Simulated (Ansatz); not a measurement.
CH9NSi2 (SMILES C[SiH2][SiH2]N), singlet, at the geometry of the source list, with bond 9-2 at 1.4 times its length; SC-NEVPT2/STO-3G, CASSCF(6,5) (Ansatz, an electronic-structure program).

Here is a job for Ansatz.
Ansatz 0.2 input:
```yaml
crystal:
  periodic: [false, false, false]
  atoms:
    - {symbol: Si, position_ang: [1.00630000, -0.48790000, 0.56010000]}
    - {symbol: C, position_ang: [1.32670000, 1.39030000, 0.57930000]}
    - {symbol: Si, position_ang: [-1.22230000, -0.92500000, 0.07360000]}
    - {symbol: N, position_ang: [-1.77370000, -0.39890000, -1.48470000]}
    - {symbol: H, position_ang: [1.94600000, -1.05210000, -0.42450000]}
    - {symbol: H, position_ang: [1.43960000, -1.01890000, 1.86030000]}
    - {symbol: H, position_ang: [1.09850000, 1.84080000, -0.38360000]}
    - {symbol: H, position_ang: [0.70980000, 1.88480000, 1.32520000]}
    - {symbol: H, position_ang: [2.77864000, 1.71244000, 0.90004000]}
    - {symbol: H, position_ang: [-2.14630000, -0.23910000, 0.98430000]}
    - {symbol: H, position_ang: [-1.52600000, -2.35940000, 0.06190000]}
    - {symbol: H, position_ang: [-1.39040000, -0.84730000, -2.30250000]}
    - {symbol: H, position_ang: [-1.83180000, 0.59230000, -1.65780000]}
basis:
  gaussian:
    orbitals: STO-3G
magnetization: {spin_polarized: false}
correlation: {method: sc_nevpt2, electrons: all, active_space: {window: {electrons: 6, orbitals: 5}}}
```

It wrote (shortened):

```
Functional definition: HF
450 factors; integrals over basis functions are off by at most 4.1e-5 eV
mean field evaluation 1: about -18163.2376 eV, gradient 1.8e1 eV
mean field evaluation 2: about -18163.3290 eV, gradient 1.8e1 eV
mean field evaluation 4: about -18164.6061 eV, gradient 1.1e0 eV
mean field evaluation 8: about -18164.6129 eV, gradient 5.6e-4 eV
mean field -18164.61293731 eV, -667.5372130294 hartree, gradient 3.4e-6 eV, S^2 0.000000; 0 other end points of the search recorded, 0 dependent functions left out
reference -18164.61293731 eV, -667.5372130294 hartree; 25, 25 occupied and 12, 12 virtual orbitals, 450 factors
state -18166.17836246 eV, -667.5947413425 hartree
state -18166.17836246 eV, -667.5947413425 hartree; corrected -18170.37430591 eV, -667.7489394200 hartree
state -18165.97068125 eV, -667.5871091989 hartree
state -18165.97068125 eV, -667.5871091989 hartree; corrected -18170.38757799 eV, -667.7494271602 hartree
state -18165.97068125 eV, -667.5871091989 hartree; corrected -18170.38757799 eV, -667.7494271602 hartree
the orbitals are reached from a further start. From the first start the search ends at -18166.17831328 eV, -667.5947395350 hartree
WARN: the results are in doubt because another end's mean lies 0.208 eV lower, and its corrected mean 0.013 eV higher
Total energy: -18170.38757799 eV, -667.7494271602 hartree
In doubt: another end's mean lies 0.208 eV lower, and its corrected mean 0.013 eV higher
```
